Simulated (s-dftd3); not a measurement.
cyclopentasilane (H$_{10}$Si$_{5}$), singlet, geometry from GFN2-xTB; D3(bj) for tpss (s-dftd3 1.4.0).

The s-dftd3 input:
```
$ s-dftd3 mol.xyz --bj tpss --json dftd3.json --noedisp --grad

# file mol.xyz
15

Si     0.89417552     1.27504538     1.23383194
Si     1.84705489    -0.65518290     0.32696139
Si     0.23760211    -1.69522418    -1.00879286
Si    -1.70023993    -0.39230054    -0.95029712
Si    -1.27859856     1.46770474     0.39832196
H      0.89674347     1.22968577     2.70132679
H      1.69637423     2.46618182     0.93006335
H      2.33852119    -1.55641725     1.37625952
H      3.05646552    -0.34046095    -0.44354549
H     -0.02599594    -3.06728188    -0.55816686
H      0.71891426    -1.87649521    -2.38377269
H     -2.84572076    -1.16314357    -0.45121847
H     -2.12116492     0.00564146    -2.29909414
H     -1.45003107     2.71786551    -0.35222064
H     -2.26402256     1.58382923     1.48001450
```

Task: Predict the main parts of the log of this s-dftd3 run.

Result: 
```
-----------------------------------
 s i m p l e   D F T - D 3  v1.4.0
-----------------------------------

Rational (Becke-Johnson) damping: tpss-D3(BJ)
---------------------
  s6         1.0000
  s8         1.9435
  s9         0.0000
  a1         0.4535
  a2         4.4752
 alp        14.0000
--------------------

Dispersion energy:      -2.4631994707073E-02 Eh

Gradient norm:           1.7553031081755E-03 Eh/a0
--------------------------------------------------
     #    Z           dE/dx      dE/dy      dE/dz
--------------------------------------------------
     1   14 Si    3.224E-04  4.596E-04  4.464E-04
     2   14 Si    6.670E-04 -2.361E-04  1.174E-04
     3   14 Si    8.578E-05 -6.120E-04 -3.642E-04
     4   14 Si   -6.140E-04 -1.420E-04 -3.425E-04
     5   14 Si   -4.611E-04  5.305E-04  1.428E-04
     6    1 H     7.342E-05  1.017E-04  1.891E-04
     7    1 H     1.182E-04  1.712E-04  8.372E-05
     8    1 H     1.789E-04 -1.048E-04  8.656E-05
     9    1 H     2.228E-04 -3.501E-05 -1.902E-05
    10    1 H     3.972E-06 -2.183E-04 -5.628E-05
    11    1 H     4.753E-05 -1.491E-04 -1.624E-04
    12    1 H    -2.070E-04 -7.791E-05 -4.818E-05
    13    1 H    -1.629E-04 -9.290E-06 -1.545E-04
    14    1 H    -1.150E-04  1.952E-04 -1.246E-05
    15    1 H    -1.599E-04  1.265E-04  9.341E-05
--------------------------------------------------

Virial:
--------------------------------------------------
      component           x          y          z
--------------------------------------------------
          x       1.141E-02 -1.904E-03  2.912E-03
          y      -1.904E-03  9.648E-03  4.556E-03
          z       2.912E-03  4.556E-03  5.656E-03
--------------------------------------------------

[Info] JSON dump of results written to 'dftd3.json'
```
